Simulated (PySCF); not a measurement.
Delta-SCF ions had no search for a lower state. Excitations are Tamm–Dancoff values on a coarser integration grid. The basis has no diffuse functions, so Rydberg states are missing or too high.

Cartesian coordinates (Å):
```xyz
8

Ge    -1.2093    -0.0221    -0.0519
Ge     1.2093     0.0221     0.0519
H     -1.7146    -1.4742    -0.1343
H     -1.7050     0.7416    -1.2936
H     -1.8106     0.6371     1.2029
H      1.8106    -0.6408    -1.2009
H      1.7146     1.4744     0.1302
H      1.7049    -0.7382     1.2958
```
Charge 0, multiplicity 1.

Q: Estimate the S1 excitation (TDA), vertical ionisation energy (Delta-SCF), S1 oscillator strength, adiabatic ionisation energy (no zero-point term), HOMO, total energy, T1 excitation (TDA) and S1–T1 gap (TDA) that PBE0-D3(BJ)/def2-TZVP // PBE0-D3(BJ)/def2-SVP run with PySCF 2.14.0 returns for this input.

A: 
```yaml
S1 excitation (TDA): 7.74 eV
vertical ionisation energy (Delta-SCF): 10.26 eV
S1 oscillator strength: 0.031
adiabatic ionisation energy (no zero-point term): 9.31 eV
HOMO: -8.20 eV
total_energy: -113119.83 eV
T1 excitation (TDA): 6.52 eV
S1–T1 gap (TDA): 1.22 eV
```
